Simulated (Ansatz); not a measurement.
# A ladder of methods for InH3 (SMILES [InH3])

The species is InH3 (4 atoms), meant as a singlet with charge 0. As SMILES, `[InH3]`. Geometry: optimised at B3LYP/def2-SVP.

```xyz
4

In    0.0139   -0.0151   -0.0051
H     0.4191    1.5296    0.6843
H    -1.1055   -0.1081   -1.3331
H     0.7281   -1.4668    0.6336
```

Quantity: the adiabatic electron affinity (to the doublet anion, shapes relaxed at B3LYP/def2-SVP, no zero-point term), in eV. The values are calculated.

The electron affinity is E(neutral) − E(anion): positive where the electron is bound.

```tsv
level	kind	program	value (eV)	less CCSD(T)/def2-TZVPP	CPU time (all runs)
BLYP/def2-TZVPP (core potential)	GGA	Ansatz	0.42	+0.02	2.5 s
PBE/def2-TZVPP (core potential)	GGA	Ansatz	0.50	+0.10	2.3 s
r2SCAN/def2-TZVPP (core potential)	meta-GGA	Ansatz	0.56	+0.16	4.7 s
CAM-B3LYP/def2-TZVPP (core potential)	range-separated hybrid	Ansatz	0.50	+0.10	2.9 s
wB97M-V/def2-TZVPP (core potential)	range-separated hybrid	Ansatz	0.40	0.00	9.6 s
RPA@PBE/def2-TZVPP (core potential)	RPA	Ansatz	0.61	+0.21	4.1 s
MP2/def2-TZVPP (core potential)	perturbation theory	Ansatz	0.33	-0.07	1.7 s
CCSD(T)/def2-TZVPP (core potential)	coupled cluster or CI	Ansatz	0.40	0.00	8.8 s
```

CCSD(T)/def2-TZVPP (core potential) is the highest level here, not the true value. Spin-orbit coupling, which can split open shells on such heavy atoms by tenths of an eV, is left out. The values span 0.33 to 0.61 eV. In the correlated wave-function rows the outer d shell of In is correlated, in sets not made for it. In so small a basis fixed costs decide the times, and correlated methods can beat functionals. Times are those of the runs behind each value, whatever else they computed, on shared processors of several kinds: orders of magnitude only.
